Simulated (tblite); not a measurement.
A structure optimised at GFN2-xTB (Å):
```
atom  x, y, z in Å
C1     1.9152    0.8642   -0.3137
C2     0.7626    0.3492    0.3586
C3     0.4360   -1.1378    0.3371
C4    -0.4148   -0.2066   -0.4591
C5    -1.8058    0.0978    0.0010
F6    -2.2287    1.3046   -0.4155
F7    -1.9367    0.0889    1.3352
F8    -2.7022   -0.7906   -0.4725
H9     2.4379    1.7161    0.0707
H10    2.2715    0.4024   -1.2141
H11    0.4774    0.8737    1.2623
H12    0.0183   -1.5686    1.2339
H13    1.0997   -1.7898   -0.2084
H14   -0.3310   -0.2040   -1.5376
```

Doublet state.

Q: Read off the bonds between heavy atoms and their formal orders.

A: C1–C2 1.43 Å (single); C2–C3 1.52 Å (single); C3–C4 1.49 Å (single); C4–C5 1.50 Å (single); C5–F6 1.34 Å (single); C5–F7 1.34 Å (single); C5–F8 1.35 Å (single); C2–C4 1.54 Å (single). Bonds to hydrogen (Å): C1–H9 1.07; C1–H10 1.07; C2–H11 1.08; C3–H12 1.08; C3–H13 1.08; C4–H14 1.08.

Q: Write the SMILES.

A: `[CH2][C@@H]1C[C@H]1C(F)(F)F`, C5H6F3.

Q: Name the point group.

A: C1 (no symmetry element, even within 0.4 Å).

Q: Which rings does it hold (smallest set)?

A: C2–C3–C4 (3 members).

Q: Classify the heavy atoms.

A: C1: carbon bonded to C and 2 H; C2: carbon bonded to 3 C and H; C3: carbon bonded to 2 C and 2 H; C4: carbon bonded to 3 C and H; C5: carbon bonded to C and 3 F; F6/F7/F8: fluorine bonded to C.

Q: What is the arrangement about C4?

A: It has 4 neighbours (C3, C5, C2, H14) and has angles from 60.3° to 119.5°.

Q: What is the arrangement about C2?

A: It has 4 neighbours (C1, C3, C4, H11) and has angles from 58.3° to 121.2°.

The numbers are calculated, not measured.
